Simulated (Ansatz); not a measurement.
A single point on C$_{3}$H$_{6}$OSi (`[SiH3]OC1=CC1`).

```yaml
crystal:
  periodic: [false, false, false]
  atoms:
    - {symbol: Si, position_ang: [-1.575366, -1.133217, -0.246542]}
    - {symbol: O, position_ang: [-0.634915, -0.447087, 0.953450]}
    - {symbol: C, position_ang: [0.419132, 0.298039, 0.657663]}
    - {symbol: C, position_ang: [1.412882, 1.009939, 1.052795]}
    - {symbol: C, position_ang: [1.221568, 0.852870, -0.456057]}
    - {symbol: H, position_ang: [-2.164025, -0.076277, -1.104132]}
    - {symbol: H, position_ang: [-0.759248, -2.054180, -1.074147]}
    - {symbol: H, position_ang: [-2.627355, -1.869245, 0.485907]}
    - {symbol: H, position_ang: [2.029855, 1.459185, 1.808977]}
    - {symbol: H, position_ang: [0.842399, 1.695709, -1.039107]}
    - {symbol: H, position_ang: [1.900572, 0.207164, -1.018306]}
basis:
  gaussian: {orbitals: def2-QZVPP}
correlation: {method: mp2}
```

```sh
$ ansatz run in.yaml --threads 4 --pin off --events-out ev --progress --plain --max-ram 10444MiB
```

It prints (some lines left out):

```
Functional definition: HF
2852 factors; integrals over basis functions are off by at most 6.8e-4 eV
mean field evaluation 1: about -13082.9020 eV, gradient 3.7e1 eV
mean field evaluation 2: about -13083.0647 eV, gradient 3.7e1 eV
mean field evaluation 4: about -13086.6062 eV, gradient 4.1e0 eV
mean field evaluation 8: about -13086.6590 eV, gradient 2.9e-1 eV
mean field -13086.65941681 eV, -480.9258631114 hartree, gradient 1.6e-6 eV, S^2 0.000000; 0 other end points of the search recorded, 0 dependent functions left out
9 core orbitals not correlated: weight in the atoms' cores, before any rotation towards them, 1.000 or more for the frozen orbitals, at most 0.000 for the correlated occupied ones
reference -13086.65941681 eV, -480.9258631114 hartree; 14, 14 occupied and 455, 455 virtual orbitals, 2852 factors
second order -24.34676047 eV of doubles, -0.00000000 eV of singles
Total energy: -13111.00617728 eV, -481.8205900558 hartree
```

Hardware: 4 threads of an Arm Neoverse V1 on a shared host. Wall time 19 s, peak host memory 2.9 GiB.
